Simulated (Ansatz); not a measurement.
This geometry of C2H10OSi2 (15 atoms, charge 0, multiplicity 1) is a first-order saddle point.

These are results of Ansatz 0.2.0, RKS B3LYP/6-31G, not measurements.

```xyz
15
Properties=species:S:1:pos:R:3
C 0.780 -0.499 1.626
C 1.022 -1.284 0.321
Si 0.013 -0.654 -1.217
Si -1.507 1.106 -0.719
O -0.703 2.518 -0.065
H 0.981 0.571 1.501
H 1.424 -0.871 2.432
H -0.259 -0.595 1.964
H 0.777 -2.344 0.467
H 2.084 -1.246 0.048
H -0.784 -1.776 -1.837
H 0.954 -0.164 -2.291
H -2.282 1.458 -1.969
H -2.484 0.729 0.352
H -0.037 3.001 -0.583
```

(1) Which two structures does it join? (They come from a converged band through this point; their orientation in space is the band's.)

(2) How far does it lie above each of them?

Results:

(1) No bond is made or broken. The dihedral C1–C2–Si3–H12 goes from 58 to -174°.

Image 0:

```xyz
15
Properties=species:S:1:pos:R:3
C 1.468 -0.026 1.281
C 1.019 -1.166 0.345
Si 0.076 -0.540 -1.223
Si -1.950 0.570 -0.656
O -1.699 1.850 0.514
H 2.169 0.649 0.774
H 1.976 -0.422 2.169
H 0.615 0.572 1.623
H 0.365 -1.865 0.883
H 1.886 -1.749 0.008
H -0.260 -1.685 -2.146
H 0.962 0.408 -1.994
H -2.625 1.100 -1.901
H -2.900 -0.357 0.040
H -1.125 2.608 0.313
```

Image 8:

```xyz
15
Properties=species:S:1:pos:R:3
C 0.200 -1.550 1.477
C 1.105 -1.006 0.354
Si 0.125 -0.305 -1.158
Si -1.201 1.595 -0.622
O -0.238 2.968 -0.126
H -0.447 -0.766 1.888
H 0.797 -1.951 2.305
H -0.447 -2.357 1.112
H 1.766 -1.799 -0.020
H 1.757 -0.213 0.741
H -0.795 -1.372 -1.699
H 1.077 0.067 -2.269
H -2.077 1.946 -1.804
H -2.082 1.341 0.562
H 0.438 3.350 -0.711
```

(2) 0.067 eV above the first and 0.055 eV above the second. This is the barrier of this one path; another mechanism may lie lower. Limits of this set-up: no polarisation functions.

Run time: 8.5 min on 1 CPU thread of a shared host.
